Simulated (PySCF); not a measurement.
This PySCF input asks for the NMR shieldings of `C=N[C@@H]1CCC12CC2`, C₇H₁₁N; the geometry comes from GFN2-xTB.

```python
import basis_set_exchange as bse
import numpy as np
from pyscf import gto, dft
from pyscf.prop import nmr

atoms = """
C     2.654394   -0.833336    0.004515
N     1.720646   -0.112897    0.419831
C     0.670936    0.283113   -0.454432
C     0.286133    1.775129   -0.323897
C    -1.156975    1.389977    0.041820
C    -0.730571   -0.067524    0.052835
C    -1.535695   -1.265832   -0.329664
C    -1.061296   -1.094085    1.084598
H     2.745114   -1.196099   -1.027446
H     3.431956   -1.123038    0.695883
H     0.842018   -0.040934   -1.496253
H     0.824930    2.254637    0.488827
H     0.405096    2.355169   -1.235524
H    -1.889601    1.627398   -0.729431
H    -1.510231    1.774181    0.997196
H    -1.067130   -2.025354   -0.938527
H    -2.585909   -1.124749   -0.538571
H    -0.264926   -1.729118    1.440852
H    -1.788691   -0.837388    1.839924
"""
names = dict.fromkeys(["C", "N", "H"], "pcSseg-1")
basis = {el: gto.basis.parse(bse.get_basis(n, elements=[el], fmt="nwchem")) for el, n in names.items()}
mol = gto.M(atom=atoms, basis=basis, charge=0, verbose=0)
mf = dft.RKS(mol, xc="PBE0")
mf.grids.level = 2
mf.grids.alignment = dft.numint.BLKSIZE   # the property module wants whole blocks of grid points
mf.conv_tol = 1e-9
mf.kernel()

calc = nmr.RKS(mf)   # GIAO
C = mf.mo_coeff
Co = C[:, mf.mo_occ > 0]
resp = mf.gen_response(singlet=True, hermi=2)
def vind(x):   # induced exchange potential for any number of trial vectors
    d = np.einsum("pi,xij,qj->xpq", C, 2 * x.reshape(-1, C.shape[1], Co.shape[1]), Co, optimize=True)
    return np.einsum("xpq,pi,qj->xij", resp(d - d.transpose(0, 2, 1)), C, Co, optimize=True).ravel()
mo1, _ = nmr.rhf.solve_mo1(calc, with_cphf=vind)
sigma = calc.kernel(mo1)
for i, s in enumerate(sigma):   # ppm
    w = np.linalg.eigvalsh((s + s.T) / 2)
    print("%2d %-2s iso %8.1f  s11 %8.1f  s22 %8.1f  s33 %8.1f" % (i, mol.atom_pure_symbol(i), w.mean(), *w))
```

**Question.** What are the results?

**Answer.** 
```
 0 C  iso     34.7  s11    -61.0  s22     49.3  s33    115.9
 1 N  iso   -154.2  s11   -525.3  s22   -180.1  s33    242.6
 2 C  iso    113.3  s11     97.4  s22    104.0  s33    138.6
 3 C  iso    160.8  s11    145.4  s22    156.1  s33    180.9
 4 C  iso    159.4  s11    146.0  s22    150.1  s33    182.2
 5 C  iso    163.1  s11    123.8  s22    147.2  s33    218.2
 6 C  iso    172.8  s11    139.9  s22    177.2  s33    201.3
 7 C  iso    173.7  s11    141.1  s22    177.0  s33    202.9
 8 H  iso     24.3  s11     21.0  s22     24.2  s33     27.8
 9 H  iso     24.7  s11     22.9  s22     23.9  s33     27.3
10 H  iso     28.1  s11     26.1  s22     26.9  s33     31.5
11 H  iso     29.2  s11     26.0  s22     26.9  s33     34.6
12 H  iso     29.3  s11     26.1  s22     26.4  s33     35.4
13 H  iso     29.4  s11     25.8  s22     27.3  s33     35.1
14 H  iso     29.4  s11     25.9  s22     27.0  s33     35.4
15 H  iso     31.5  s11     26.1  s22     28.6  s33     39.9
16 H  iso     31.3  s11     26.2  s22     27.7  s33     40.0
17 H  iso     31.1  s11     25.8  s22     28.4  s33     39.1
18 H  iso     31.4  s11     26.2  s22     27.7  s33     40.3
```

These numbers come from an equivalent density-fitted implementation of the same equations, which agrees with the script to about 0.01 ppm for H and up to a few tenths of a ppm for heavy atoms, so last digits may differ.

Size and cost of the density-fitted run: 191 basis functions, 28 s wall time on 1 thread of an Arm Neoverse V2, shared host.
